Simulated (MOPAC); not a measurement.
MOPAC input (PM6):

```
PM6 PRECISE GNORM=0.05 LET XYZ UHF MS=0.5 GEO-OK AUX(PRECISION=9) THREADS=1
CH6GeN

C    -2.06347100 1    0.21128600 1   -0.36785100 1
N    -0.92275800 1   -0.65105400 1   -0.44890700 1
Ge    0.70590400 1    0.04231800 1    0.16495200 1
H    -1.86905000 1    1.25419700 1   -0.65722700 1
H    -2.41275400 1    0.24972200 1    0.67776700 1
H    -2.89098900 1   -0.18046700 1   -0.96617800 1
H     1.81913500 1   -0.59917200 1   -0.67468800 1
H     0.75164300 1    1.58405800 1    0.04906400 1
H     0.85323000 1   -0.37285800 1    1.64224100 1
```

From the output:

```
                                                       MOPAC v23.2.5 Linux

          FINAL HEAT OF FORMATION =         47.82275 KCAL/MOL =     200.09040 KJ/MOL

          COSMO AREA              =        111.31 SQUARE ANGSTROMS
          COSMO VOLUME            =         98.05 CUBIC ANGSTROMS

          GRADIENT NORM           =          0.04015          =       0.01338 PER ATOM
          IONIZATION POTENTIAL    =          8.923439 EV
          ALPHA SOMO LUMO (EV)    =         -9.963  0.617
          BETA  SOMO LUMO (EV)    =         -8.923  0.537
          NO. OF ALPHA ELECTRONS  =         10
          NO. OF BETA  ELECTRONS  =          9
          MOLECULAR WEIGHT        =        104.6551         POINT GROUP:  Cs

          MOLECULAR DIMENSIONS (Angstroms)

            Atom       Atom       Distance
            H     9    H     6     4.65526
            H     5    H     7     3.80989
            H     8    N     2     2.40804

          SCF CALCULATIONS        =         55

   ATOM   CHEMICAL          X               Y               Z
  NUMBER   SYMBOL      (ANGSTROMS)     (ANGSTROMS)     (ANGSTROMS)

     1       C         -2.06813009  *   0.22744051  *  -0.40357191  *
     2       N         -0.95664609  *  -0.63262109  *  -0.12320166  *
     3      Ge          0.73040934  *   0.05025274  *   0.14148362  *
     4       H         -1.90779570  *   1.31541701  *  -0.46747743  *
     5       H         -2.84539368  *   0.04707961  *   0.37330446  *
     6       H         -2.52238372  *  -0.10272668  *  -1.36524876  *
     7       H          1.57012407  *  -0.64583743  *  -0.92650462  *
     8       H          0.79149141  *   1.56751869  *   0.02522882  *
     9       H          1.09962106  *  -0.43779146  *   1.53997009  *

                             CARTESIAN COORDINATES

   1    C       -2.068130094     0.227440512    -0.403571910
   2    N       -0.956646088    -0.632621089    -0.123201656
   3   Ge        0.730409338     0.050252741     0.141483616
   4    H       -1.907795705     1.315417014    -0.467477428
   5    H       -2.845393684     0.047079606     0.373304461
   6    H       -2.522383720    -0.102726678    -1.365248755
   7    H        1.570124073    -0.645837432    -0.926504618
   8    H        0.791491408     1.567518685     0.025228820
   9    H        1.099621065    -0.437791459     1.539970089

           Empirical Formula: C H6 N Ge  =     9 atoms

      MOLECULAR POINT GROUP   :   Cs

          ALPHA EIGENVALUES
 -29.13255 -22.77406 -18.91681 -15.36934 -14.97502 -14.21710 -12.39005 -11.76187
 -10.24860  -9.96258   0.61744   2.50158   2.55470   3.17642   4.34109   5.24405
   5.45555   6.08308

           BETA EIGENVALUES
 -27.88146 -21.79919 -18.56759 -14.79213 -14.35568 -13.72169 -11.98678 -11.62850
  -8.92344   0.53718   1.33997   2.53187   2.88752   3.34526   4.86614   5.42201
   5.53763   6.18724

              NET ATOMIC CHARGES AND DIPOLE CONTRIBUTIONS

  ATOM NO.   TYPE          CHARGE      No. of ELECS.   s-Pop       p-Pop
    1          C          -0.351358        4.3514     1.08283     3.26853
    2          N          -0.330289        5.3303     1.77513     3.55516
    3         Ge          -0.079745        4.0797     1.19382     2.88592
    4          H           0.134746        0.8653     0.86525
    5          H           0.177426        0.8226     0.82257
    6          H           0.177382        0.8226     0.82262
    7          H           0.104090        0.8959     0.89591
    8          H           0.063727        0.9363     0.93627
    9          H           0.104022        0.8960     0.89598
 DIPOLE           X         Y         Z       TOTAL
 POINT-CHG.     0.496     1.343    -0.011     1.431
 HYBRID        -0.246     0.766    -0.109     0.812
 SUM            0.250     2.109    -0.120     2.127

          ATOMIC ORBITAL ELECTRON POPULATIONS

     Atom    s        px        py        pz
    1  C   1.08283   1.03042   1.08076   1.15735
    2  N   1.77513   1.09008   1.39768   1.06740
    3 Ge   1.19382   0.84755   0.99283   1.04554
    4  H   0.86525
    5  H   0.82257
    6  H   0.82262
    7  H   0.89591
    8  H   0.93627
    9  H   0.89598

                    (SZ)    =    0.500000
                    (S**2)  =    0.765658

          ATOMIC ORBITAL SPIN POPULATIONS

    Atom   Total    s     px     py     pz
         Atomic
    1  C -0.0736 -0.011 -0.041 -0.015 -0.007
    2  N  1.0564  0.022  0.104  0.058  0.872
    3 Ge -0.1384 -0.015 -0.084 -0.010 -0.029
    4  H  0.0016  0.002
    5  H  0.0420  0.042
    6  H  0.0414  0.041
    7  H  0.0363  0.036
    8  H -0.0022 -0.002
    9  H  0.0365  0.037

 **********************
 *                    *
 * JOB ENDED NORMALLY *
 *                    *
 **********************

 == MOPAC DONE ==
```

The geometry given is a B3LYP-D3(BJ)/def2-TZVP minimum.
